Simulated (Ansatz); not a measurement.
A short molecular-dynamics run on the cluster Ga₂N₂ (the lowest singlet isomer of a short search).

```yaml
crystal:
  periodic: [false, false, false]
  atoms:
    - {symbol: Ga, position_ang: [0.597386, 1.598866, 0.989453]}
    - {symbol: Ga, position_ang: [-0.526692, 0.345055, -1.570303]}
    - {symbol: N, position_ang: [0.143957, -0.496730, 0.585033]}
    - {symbol: N, position_ang: [-0.214661, -1.447191, -0.004172]}
basis:
  gaussian: {orbitals: "6-31G*"}
hamiltonian: {xc: {name: PBE}}
md: {timestep: 2 fs, n_steps: 30, ensemble: nvt_nose_hoover, temperature: 700, initial_velocities: maxwell_boltzmann, seed: 742}
scf: {omitted_lower_state_checks: [starts]}
```

```sh
$ ansatz run in.yaml --threads 2 --pin off --events-out ev --progress --plain --max-ram 4352MiB
```

| step | time (fs) | potential energy (eV) | kinetic (eV) | T (K) | conserved (eV) |
| --- | --- | --- | --- | --- | --- |
| 0 | 0.0 | -107701.8511 | 0.1810 | 700 | -107701.6702 |
| 1 | 2.0 | -107701.8492 | 0.1790 | 692 | -107701.6702 |
| 2 | 4.0 | -107701.8460 | 0.1757 | 680 | -107701.6703 |
| 3 | 6.0 | -107701.8402 | 0.1699 | 657 | -107701.6703 |
| 4 | 8.0 | -107701.8319 | 0.1617 | 626 | -107701.6702 |
| 5 | 10.0 | -107701.8229 | 0.1528 | 591 | -107701.6702 |
| 6 | 12.0 | -107701.8141 | 0.1440 | 557 | -107701.6702 |
| 7 | 14.0 | -107701.8048 | 0.1347 | 521 | -107701.6703 |
| 8 | 16.0 | -107701.7941 | 0.1242 | 480 | -107701.6702 |
| 9 | 18.0 | -107701.7826 | 0.1128 | 436 | -107701.6701 |
| 10 | 20.0 | -107701.7717 | 0.1021 | 395 | -107701.6701 |
| 11 | 22.0 | -107701.7621 | 0.0926 | 358 | -107701.6701 |
| 12 | 24.0 | -107701.7529 | 0.0835 | 323 | -107701.6702 |
| 13 | 26.0 | -107701.7436 | 0.0745 | 288 | -107701.6701 |
| 14 | 28.0 | -107701.7352 | 0.0664 | 257 | -107701.6700 |
| 15 | 30.0 | -107701.7291 | 0.0604 | 234 | -107701.6701 |
| 16 | 32.0 | -107701.7250 | 0.0565 | 219 | -107701.6701 |
| 17 | 34.0 | -107701.7217 | 0.0535 | 207 | -107701.6702 |
| 18 | 36.0 | -107701.7184 | 0.0505 | 195 | -107701.6701 |
| 19 | 38.0 | -107701.7157 | 0.0481 | 186 | -107701.6701 |
| 20 | 40.0 | -107701.7146 | 0.0473 | 183 | -107701.6701 |
| 21 | 42.0 | -107701.7151 | 0.0480 | 186 | -107701.6701 |
| 22 | 44.0 | -107701.7159 | 0.0493 | 191 | -107701.6702 |
| 23 | 46.0 | -107701.7170 | 0.0508 | 196 | -107701.6701 |
| 24 | 48.0 | -107701.7192 | 0.0535 | 207 | -107701.6700 |
| 25 | 50.0 | -107701.7234 | 0.0583 | 225 | -107701.6701 |
| 26 | 52.0 | -107701.7290 | 0.0644 | 249 | -107701.6702 |
| 27 | 54.0 | -107701.7345 | 0.0706 | 273 | -107701.6702 |
| 28 | 56.0 | -107701.7396 | 0.0766 | 296 | -107701.6701 |
| 29 | 58.0 | -107701.7457 | 0.0837 | 324 | -107701.6701 |
| 30 | 60.0 | -107701.7533 | 0.0924 | 357 | -107701.6701 |

Velocities are drawn at the set temperature; a run this short doesn't reach equilibrium.

The 6-31G sets use Cartesian d functions.

Frames (Å, forces in eV/Å):

```xyz
4
time=0.0 fs
Ga    0.597    1.599    0.989    0.020    0.173   -0.015
Ga   -0.527    0.345   -1.570    0.028    0.011    0.073
N     0.144   -0.497    0.585    0.097    0.186    0.190
N    -0.215   -1.447   -0.004   -0.145   -0.369   -0.248
4
time=2.0 fs
Ga    0.598    1.597    0.989    0.023    0.194   -0.010
Ga   -0.526    0.342   -1.567    0.011    0.033    0.012
N     0.127   -0.480    0.578    0.099    0.114    0.228
N    -0.205   -1.440   -0.015   -0.132   -0.341   -0.231
4
time=4.0 fs
Ga    0.599    1.596    0.989    0.025    0.210   -0.004
Ga   -0.526    0.339   -1.563   -0.004    0.047   -0.042
N     0.110   -0.464    0.572    0.046   -0.123    0.157
N    -0.196   -1.434   -0.027   -0.067   -0.134   -0.112
4
time=6.0 fs
Ga    0.600    1.594    0.989    0.027    0.223    0.002
Ga   -0.525    0.336   -1.559   -0.018    0.060   -0.095
N     0.094   -0.448    0.567   -0.016   -0.426    0.044
N    -0.187   -1.428   -0.039    0.006    0.144    0.050
4
time=8.0 fs
Ga    0.602    1.593    0.989    0.029    0.234    0.007
Ga   -0.525    0.333   -1.555   -0.032    0.077   -0.154
N     0.077   -0.433    0.561   -0.048   -0.675   -0.035
N    -0.179   -1.422   -0.051    0.051    0.364    0.183
4
time=10.0 fs
Ga    0.603    1.592    0.989    0.030    0.243    0.010
Ga   -0.524    0.330   -1.552   -0.048    0.106   -0.225
N     0.061   -0.419    0.555   -0.035   -0.785   -0.024
N    -0.170   -1.415   -0.063    0.054    0.436    0.239
4
time=12.0 fs
Ga    0.604    1.591    0.988    0.029    0.251    0.011
Ga   -0.524    0.327   -1.548   -0.066    0.148   -0.307
N     0.044   -0.408    0.550    0.017   -0.732    0.092
N    -0.160   -1.407   -0.074    0.021    0.333    0.205
4
time=14.0 fs
Ga    0.605    1.590    0.988    0.026    0.255    0.011
Ga   -0.523    0.325   -1.545   -0.085    0.201   -0.399
N     0.027   -0.399    0.544    0.089   -0.552    0.288
N    -0.151   -1.397   -0.084   -0.030    0.095    0.100
4
time=16.0 fs
Ga    0.606    1.589    0.988    0.021    0.256    0.009
Ga   -0.523    0.322   -1.542   -0.103    0.259   -0.491
N     0.011   -0.392    0.540    0.157   -0.330    0.506
N    -0.142   -1.388   -0.094   -0.074   -0.185   -0.024
4
time=18.0 fs
Ga    0.607    1.588    0.988    0.014    0.251    0.007
Ga   -0.523    0.320   -1.539   -0.118    0.314   -0.572
N    -0.005   -0.385    0.536    0.201   -0.175    0.668
N    -0.133   -1.379   -0.104   -0.097   -0.389   -0.103
4
time=20.0 fs
Ga    0.608    1.588    0.988    0.005    0.241    0.004
Ga   -0.522    0.317   -1.537   -0.128    0.358   -0.635
N    -0.021   -0.379    0.535    0.219   -0.167    0.714
N    -0.125   -1.371   -0.114   -0.096   -0.431   -0.083
4
time=22.0 fs
Ga    0.609    1.587    0.988   -0.006    0.225    0.001
Ga   -0.522    0.315   -1.534   -0.132    0.390   -0.676
N    -0.036   -0.373    0.535    0.221   -0.312    0.633
N    -0.116   -1.364   -0.125   -0.083   -0.303    0.042
4
time=24.0 fs
Ga    0.610    1.587    0.988   -0.018    0.205   -0.003
Ga   -0.522    0.313   -1.533   -0.133    0.414   -0.699
N    -0.050   -0.369    0.538    0.222   -0.540    0.468
N    -0.108   -1.358   -0.135   -0.071   -0.079    0.233
4
time=26.0 fs
Ga    0.612    1.587    0.988   -0.032    0.182   -0.007
Ga   -0.522    0.312   -1.531   -0.131    0.437   -0.710
N    -0.064   -0.365    0.541    0.234   -0.750    0.291
N    -0.100   -1.352   -0.145   -0.071    0.132    0.426
4
time=28.0 fs
Ga    0.613    1.587    0.987   -0.049    0.157   -0.012
Ga   -0.522    0.310   -1.530   -0.128    0.463   -0.716
N    -0.077   -0.364    0.546    0.259   -0.859    0.167
N    -0.092   -1.346   -0.154   -0.082    0.238    0.562
4
time=30.0 fs
Ga    0.614    1.587    0.987   -0.067    0.134   -0.019
Ga   -0.522    0.309   -1.530   -0.126    0.498   -0.722
N    -0.089   -0.365    0.551    0.290   -0.826    0.134
N    -0.085   -1.339   -0.161   -0.097    0.194    0.607
4
time=32.0 fs
Ga    0.615    1.587    0.987   -0.085    0.112   -0.025
Ga   -0.522    0.308   -1.529   -0.125    0.539   -0.728
N    -0.101   -0.369    0.556    0.319   -0.659    0.195
N    -0.077   -1.332   -0.166   -0.109    0.008    0.559
4
time=34.0 fs
Ga    0.616    1.587    0.987   -0.104    0.092   -0.032
Ga   -0.523    0.307   -1.530   -0.124    0.581   -0.730
N    -0.112   -0.374    0.562    0.338   -0.408    0.318
N    -0.070   -1.325   -0.170   -0.111   -0.266    0.444
4
time=36.0 fs
Ga    0.617    1.587    0.987   -0.122    0.074   -0.038
Ga   -0.523    0.307   -1.530   -0.121    0.618   -0.720
N    -0.122   -0.380    0.568    0.348   -0.156    0.439
N    -0.063   -1.318   -0.173   -0.105   -0.536    0.319
4
time=38.0 fs
Ga    0.618    1.588    0.987   -0.140    0.055   -0.043
Ga   -0.523    0.307   -1.531   -0.114    0.640   -0.693
N    -0.131   -0.387    0.576    0.354    0.011    0.486
N    -0.057   -1.313   -0.175   -0.100   -0.706    0.249
4
time=40.0 fs
Ga    0.618    1.588    0.986   -0.157    0.034   -0.046
Ga   -0.524    0.308   -1.533   -0.103    0.643   -0.643
N    -0.139   -0.394    0.586    0.367    0.043    0.410
N    -0.051   -1.310   -0.176   -0.107   -0.720    0.280
4
time=42.0 fs
Ga    0.619    1.588    0.986   -0.172    0.012   -0.049
Ga   -0.524    0.308   -1.534   -0.088    0.626   -0.575
N    -0.146   -0.400    0.596    0.390   -0.048    0.217
N    -0.045   -1.308   -0.177   -0.130   -0.590    0.406
4
time=44.0 fs
Ga    0.620    1.589    0.986   -0.186   -0.010   -0.051
Ga   -0.525    0.309   -1.537   -0.071    0.597   -0.495
N    -0.152   -0.407    0.607    0.422   -0.196   -0.032
N    -0.039   -1.309   -0.176   -0.165   -0.391    0.577
4
time=46.0 fs
Ga    0.620    1.589    0.985   -0.199   -0.029   -0.052
Ga   -0.526    0.311   -1.539   -0.053    0.561   -0.413
N    -0.157   -0.415    0.618    0.453   -0.315   -0.255
N    -0.034   -1.310   -0.174   -0.201   -0.217    0.721
4
time=48.0 fs
Ga    0.621    1.589    0.985   -0.208   -0.043   -0.053
Ga   -0.526    0.313   -1.541   -0.036    0.527   -0.339
N    -0.160   -0.423    0.628    0.470   -0.342   -0.384
N    -0.029   -1.312   -0.169   -0.225   -0.143    0.776
4
time=50.0 fs
Ga    0.621    1.590    0.985   -0.214   -0.050   -0.053
Ga   -0.527    0.315   -1.544   -0.022    0.498   -0.276
N    -0.162   -0.432    0.638    0.465   -0.247   -0.384
N    -0.025   -1.315   -0.163   -0.228   -0.202    0.713
4
time=52.0 fs
Ga    0.621    1.590    0.984   -0.217   -0.051   -0.054
Ga   -0.528    0.317   -1.547   -0.010    0.474   -0.225
N    -0.164   -0.442    0.646    0.437   -0.044   -0.263
N    -0.022   -1.318   -0.154   -0.209   -0.378    0.541
4
time=54.0 fs
Ga    0.621    1.590    0.984   -0.217   -0.047   -0.054
Ga   -0.528    0.320   -1.550    0.001    0.449   -0.180
N    -0.163   -0.452    0.654    0.394    0.208   -0.077
N    -0.019   -1.322   -0.144   -0.178   -0.610    0.310
4
time=56.0 fs
Ga    0.621    1.590    0.983   -0.215   -0.043   -0.054
Ga   -0.529    0.323   -1.554    0.013    0.417   -0.133
N    -0.162   -0.462    0.661    0.353    0.422    0.082
N    -0.016   -1.327   -0.133   -0.150   -0.795    0.105
4
time=58.0 fs
Ga    0.621    1.591    0.983   -0.213   -0.042   -0.054
Ga   -0.530    0.326   -1.557    0.027    0.372   -0.078
N    -0.160   -0.471    0.669    0.330    0.508    0.123
N    -0.014   -1.335   -0.122   -0.144   -0.838    0.008
4
time=60.0 fs
Ga    0.621    1.591    0.982   -0.210   -0.045   -0.053
Ga   -0.530    0.329   -1.560    0.043    0.315   -0.013
N    -0.157   -0.478    0.677    0.334    0.427    0.010
N    -0.013   -1.346   -0.111   -0.167   -0.697    0.056
```

It took 51 s on 2 threads of Arm Neoverse V1 on a shared host.
